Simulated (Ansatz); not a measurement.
Geometry optimisation, RKS PBE0/def2-SVP (Ansatz 0.2.0).

Input file:

```yaml
crystal:
  periodic: [false, false, false]
  atoms:
    - { symbol: Sn, position_ang: [0.009948, 0.524798, -0.40124] }
    - { symbol: O, position_ang: [0.466805, -0.177649, 2.640513] }
    - { symbol: H, position_ang: [-0.40575, -0.440292, 2.958349] }
    - { symbol: H, position_ang: [1.523513, -0.099539, -0.859878] }
    - { symbol: Cl, position_ang: [-0.77417, 1.73254, -2.279622] }
    - { symbol: H, position_ang: [-1.185838, -0.64276, -0.089495] }
    - { symbol: H, position_ang: [0.133113, 1.716002, 0.851571] }
    - { symbol: H, position_ang: [0.355279, 0.782801, 2.455502] }
basis:
  gaussian: { orbitals: def2-SVP }
hamiltonian:
  xc: pbe0
relax:
  f_tol: 0.03
  max_steps: 50
```

Launched with:

```bash
$ ansatz run input.yaml --threads 2 --pin off --max-ram 3072MiB --backend cpu --events-out ev --progress --plain --runs-dir out
```

Question: Where does it end, and by what steps?

Answer: The forces met the threshold. After 7 steps the energy has fallen by 0.180 eV; H8 moved furthest, 0.55 Å.

```csv
step,energy less start (eV),largest force component (eV/Å),accepted
0,0.0000,0.917,yes
1,0.0784,2.975,no
2,-0.0327,1.135,yes
3,-0.0703,0.883,yes
4,-0.0988,1.377,yes
5,-0.1694,0.301,yes
6,-0.1789,0.031,yes
7,-0.1798,0.018,yes
```

```xyz
8
Properties=species:S:1:pos:R:3
Sn -0.077 0.659 -0.284
O 0.461 -0.161 2.277
H -0.226 -0.711 2.672
H 1.448 -0.069 -0.487
Cl -0.620 1.408 -2.485
H -1.362 -0.408 0.071
H -0.083 2.115 0.609
H 0.581 0.564 2.902
```

Whether the end is a true minimum wasn't checked by a vibrational analysis.

Time of the run: 9.6 s on 2 threads of Intel(R) Xeon(R) 6975P-C (Granite Rapids), on a shared host, peak memory 0.19 GiB.
